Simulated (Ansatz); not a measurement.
SiHI3⁺. The state is a doublet with charge 1. Geometry r2SCAN-D4/def2-SVP, that of the neutral singlet; atoms count from 1.

```xyz
5

Si    0.142    0.056   -0.045
H     1.465    0.583   -0.460
I    -1.367    0.189   -1.966
I    -0.678    1.437    1.801
I     0.438   -2.265    0.670
```

In the def2 sets I takes a core potential; there is no spin–orbit coupling.

Question: Estimate the Mulliken populations from the PBE0/def2-TZVP orbitals of Ansatz.

Answer: 
| atom | charge (e) | spin (α − β) |
| --- | --- | --- |
| Si1 | 0.20 | -0.09 |
| H2 | 0.10 | 0.00 |
| I3 | 0.23 | 0.36 |
| I4 | 0.23 | 0.36 |
| I5 | 0.23 | 0.36 |
Mulliken values depend strongly on the basis.

Question: Where does the spin sit?

Answer: Summed by element: Si -0.09, H 0.00, I 1.09, of 1 unpaired in all. Largest on single atoms: I4 0.36, I5 0.36, I3 0.36.

Question: And the Mayer bond orders between heavy atoms (over 0.3)?

Answer: Si1–I3 1.18 (2.45 Å); Si1–I4 1.18 (2.45 Å); Si1–I5 1.18 (2.45 Å).
